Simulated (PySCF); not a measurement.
**How the functional moves excitation energies**

Species: GeH₆N₂.
Bonds: N1–Ge2, Ge2–N3. Hydrogens: H4, H5 on N1; H6, H7 on Ge2; H8, H9 on N3.

Linear-response calculations in the def2-SVPD basis (PySCF; singlets by full response, triplets Tamm–Dancoff, core orbitals frozen in the response; HF means time-dependent Hartree–Fock). 'Strongest' is the level of largest summed f among the singlets computed (10 roots, of which the last may lack a degenerate partner); it can jump between rows when another state enters that window. S1 is the lowest singlet of each run and needn't be the same state throughout; f(S1) is that of one state. The structure is a single PBE0-D3(BJ)/def2-SVP conformer in the gas phase; no vibrational or solvent corrections. The LDA/def2-SVPD calculation is non-relativistic and has no spin–orbit coupling, an omission that weighs most on germanium.

```tsv
functional	kind	S1 (eV)	f(S1)	strongest (eV)	T1 (eV)	HOMO (eV)	gap (eV)	ionisation energy, ΔSCF (eV)
LDA	LDA	5.58	0.042	6.72	5.35	-5.94	5.47	9.14
PBE	GGA	5.56	0.044	6.71	5.31	-5.83	5.45	8.99
B3LYP	global hybrid, 20% exact exchange	6.05	0.037	7.33	5.74	-7.03	7.06	9.34
BHandHLYP	global hybrid, 50% exact exchange	6.68	0.033	6.91	6.27	-8.63	9.46	9.59
CAM-B3LYP	range-separated hybrid	6.36	0.033	6.58	5.99	-8.69	9.67	9.64
wB97X-D	range-separated hybrid	6.56	0.036	6.77	6.29	-9.18	11.12	9.58
LC-wPBE	range-separated hybrid	6.91	0.034	7.12	6.46	-10.08	12.12	9.92
HF	Hartree–Fock	7.50	0.033	9.86	6.90	-10.82	13.12	not settled
```

Problem. What does PBE0 (global hybrid, 25% exact exchange) give?

Solution. S1 (eV) 6.28, f(S1) 0.036, strongest (eV) 7.66, T1 (eV) 5.93, HOMO (eV) -7.26, gap (eV) 7.60, ionisation energy, ΔSCF (eV) 9.36. S1 runs from 5.56 eV (PBE) to 7.50 eV (HF), a spread of 1.94 eV, while the orbital gap spreads over 7.7 eV. Along PBE (0%), B3LYP (20%), PBE0 (25%), BHandHLYP (50%), HF (100%) S1 rises with the share of exact exchange. −ε(HOMO) comes closest to its own ΔSCF ionisation energy with LC-wPBE (+0.15 eV) and misses most with LDA (-3.20 eV). 'Not settled' means that the ion's SCF failed to converge or may have ended in another state than the lowest.

Without π bonds the low states are Rydberg-like; a valence basis with one diffuse set may place them up to an eV too high.
